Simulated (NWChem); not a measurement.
Molecule: SiCl$_{2}$, singlet; SMILES Cl[Si]Cl

All runs: NWChem. Low-valent species are run as closed-shell singlets; no triplet was tried in these runs. All runs use the structure optimised with PBE0-D3(BJ)/def2-TZVP. Ions are spin-unrestricted doublets at the neutral geometry; other ion states weren't tried.

```
level                vertical ionisation energy, ΔSCF (eV)  −ε(HOMO) (eV)  ΔSCF minus −ε(HOMO) (eV)
-------------------  -------------------------------------  -------------  ------------------------
PBE/def2-SVPD                                         9.88           6.78                      3.10
CAM-B3LYP/def2-SVPD                                  10.17           9.13                      1.04
M06-2X/def2-SVPD                                     10.17           8.90                      1.27
BHandHLYP/def2-SVPD                                  10.09           8.83                      1.26
```
